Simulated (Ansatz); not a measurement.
`C[Se][AlH][BH]S` + `C[SiH2]O` → `C[SiH2]BS` + `C[Se][AlH][OH]`  (redistribution)

Isolated molecules relaxed with PBE0-D4/def2-TZVP in Ansatz; ΔE leaves out vibrations. CCSD(T)/CBS is the MP2 limit (def2-TZVPP, def2-QZVPP) plus CCSD(T) − MP2 in def2-TZVPP, frozen cores. This one scheme is used for every species. DFT in def2-TZVPP. B3LYP here is the variant with VWN-RPA as its local correlation; programs differ in this. For Se outer-core shells are correlated without core-valence functions, which leaves a few kJ/mol of doubt a bond. Scalar relativity is left out up to krypton. Each species was taken in one conformer, which may not be the lowest.

`C[Se][AlH][BH]S`:

Cartesian coordinates in Å:
```
C -1.505 -1.222 0.381
Se 0.029 -1.439 1.586
Al 1.340 0.381 1.036
B 0.771 1.641 -0.564
S 0.621 1.108 -2.241
H -1.673 -2.174 -0.118
H -2.376 -0.958 0.977
H -1.315 -0.448 -0.359
H 2.663 0.504 1.904
H 0.516 2.807 -0.463
H 0.928 -0.200 -2.139
```

`C[SiH2]O`:

```xyz
9

C    -0.078    0.581    1.016
Si    0.186   -0.642   -0.364
O    -0.664   -0.256   -1.726
H     0.465    0.264    1.911
H    -1.137    0.661    1.271
H     0.284    1.576    0.743
H    -0.308   -1.985    0.028
H     1.645   -0.722   -0.666
H    -0.396    0.524   -2.213
```

`C[SiH2]BS`:

Cartesian coordinates in Å:
```
C 0.211 1.729 -0.365
Si 0.360 0.114 0.582
B 0.005 -1.486 -0.578
S -1.189 -2.726 -0.198
H -0.796 1.853 -0.769
H 0.424 2.580 0.285
H 0.915 1.752 -1.200
H -0.587 0.118 1.738
H 1.738 -0.003 1.147
H 0.588 -1.693 -1.603
H -1.668 -2.238 0.962
```

`C[Se][AlH][OH]`:

Cartesian coordinates in Å:
```
C 1.467 0.062 -1.125
Se 0.492 1.255 0.096
Al -1.101 -0.273 0.760
O -2.315 0.139 1.862
H 1.018 -0.930 -1.136
H 1.431 0.493 -2.123
H 2.498 -0.005 -0.783
H -1.070 -1.739 0.182
H -2.420 0.998 2.267
```

| level | ΔE (kcal/mol) | difference from CCSD(T)/CBS |
| --- | --- | --- |
| PBE-D4 | -12.2 | -0.3 |
| r2SCAN-D4 | -12.5 | -0.6 |
| PBE0-D4 | -11.8 | 0.1 |
| B3LYP-D4 | -12.0 | -0.1 |
| ωB97X-V | -12.1 | -0.2 |
| ωB97M-V | -11.9 | 0.0 |
| B2PLYP | -12.5 | -0.6 |
| PBE | -12.6 | -0.7 |
| r2SCAN | -12.7 | -0.8 |
| PBE0 | -12.1 | -0.2 |
| B3LYP | -12.6 | -0.7 |
| HF/def2-TZVPP | -10.8 | 1.1 |
| MP2/def2-TZVPP | -12.4 | -0.5 |
| SCS-MP2/def2-TZVPP | -12.1 | -0.2 |
| CCSD/def2-TZVPP | -11.9 | 0.0 |
| CCSD(T)/def2-TZVPP | -11.9 | 0.0 |
| HF/def2-QZVPP | -10.8 | 1.1 |
| MP2/def2-QZVPP | -12.4 | -0.5 |
| SCS-MP2/def2-QZVPP | -12.1 | -0.2 |
| HF/CBS(def2) | -10.8 | 1.1 |
| MP2/CBS(def2) | -12.4 | -0.5 |
| CCSD/CBS(def2) | -11.9 | 0.0 |
| CCSD(T)/CBS | -11.9 | 0 |

Largest T1 diagnostic among the species: 0.014.

In def2-TZVPP, CCSD(T) changes the Hartree–Fock value by −1.1 kcal/mol (the triples alone add +0.0 kcal/mol) and MP2 by −1.6 kcal/mol.
